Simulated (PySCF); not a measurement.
# K (potassium, neutral): M06-2X calculation

Configuration: [Ar] 4s1, 2S determinant. Calculation: PySCF 2.14, in x2c-TZVPall (6s4p3d, 33 functions); scalar relativity by spin-free X2C-1e.

* Total energy: -602.224 hartree
* One-electron energy: -827.190 hartree
* Hartree (Coulomb) energy: 258.625 hartree
* Exchange-correlation energy: -33.659 hartree
* ⟨S²⟩: 0.7501
* ⟨L²⟩: 0.000
* Sum of ⟨r⟩: 19.04 bohr
* Sum of ⟨r²⟩: 46.46 bohr²
* Langevin diamagnetic susceptibility: -36.8 ×10⁻⁶ cm³/mol
* Time after the integrals: 0.41 s of wall time on 1 thread of Neoverse-V1 (shared host)

```json
{"shell": "1s α", "electrons": "1", "mean orbital energy (hartree)": "-131.66289", "rms radius, mean of both spins (bohr)": "0.0938"}
{"shell": "1s β", "electrons": "1", "mean orbital energy (hartree)": "-131.66153", "rms radius, mean of both spins (bohr)": "0.0938"}
{"shell": "2s α", "electrons": "1", "mean orbital energy (hartree)": "-13.71650", "rms radius, mean of both spins (bohr)": "0.419"}
{"shell": "2s β", "electrons": "1", "mean orbital energy (hartree)": "-13.71476", "rms radius, mean of both spins (bohr)": "0.419"}
{"shell": "2p α", "electrons": "3", "mean orbital energy (hartree)": "-10.92497", "rms radius, mean of both spins (bohr)": "0.388"}
{"shell": "2p β", "electrons": "3", "mean orbital energy (hartree)": "-10.92397", "rms radius, mean of both spins (bohr)": "0.388"}
{"shell": "3s α", "electrons": "1", "mean orbital energy (hartree)": "-1.51943", "rms radius, mean of both spins (bohr)": "1.37"}
{"shell": "3s β", "electrons": "1", "mean orbital energy (hartree)": "-1.51589", "rms radius, mean of both spins (bohr)": "1.37"}
{"shell": "3p β", "electrons": "3", "mean orbital energy (hartree)": "-0.82994", "rms radius, mean of both spins (bohr)": "1.56"}
{"shell": "3p α", "electrons": "3", "mean orbital energy (hartree)": "-0.82939", "rms radius, mean of both spins (bohr)": "1.56"}
{"shell": "4s α", "electrons": "1", "mean orbital energy (hartree)": "-0.13247", "rms radius, mean of both spins (bohr)": "5.18"}
```

Densities and radii are taken from the X2C orbitals without a picture-change correction, which distorts them close to the nucleus.
